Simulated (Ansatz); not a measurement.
Input for Ansatz (development build ahead of 0.2.0):

```yaml
crystal:
  periodic: [false, false, false]
  atoms:
    - { symbol: Ca, position_ang: [0.0, 0.0, 0.0] }
    - { symbol: O, position_ang: [0.0, 0.0, 2.35] }
    - { symbol: H, position_ang: [0.775, 0.0, 2.925] }
    - { symbol: H, position_ang: [-0.775, 0.0, 2.925] }
basis:
  gaussian: { orbitals: def2-SVP }
total_charge: 1
magnetization:
  initial_magnetization: 1
hamiltonian:
  xc: pbe0
scf:
  omitted_lower_state_checks: [stability, starts, atomic_configurations, cluster_reference, orbital_swaps, given_window_search, neighbouring_geometries, increment]
output:
  forces: true
```

The input is written out in the form of the current development build from the run's settings.

The run gave:

```yaml
Converged: yes
Total_energy: -753.40476 hartree
Spin_squared_of_the_determinant: 0.750
```

Forces (eV/Å):
```csv
atom,Fx,Fy,Fz
Ca1,0.000,0.000,0.321
O2,0.000,0.000,-0.768
H3,0.158,0.000,0.223
H4,-0.158,0.000,0.223
```
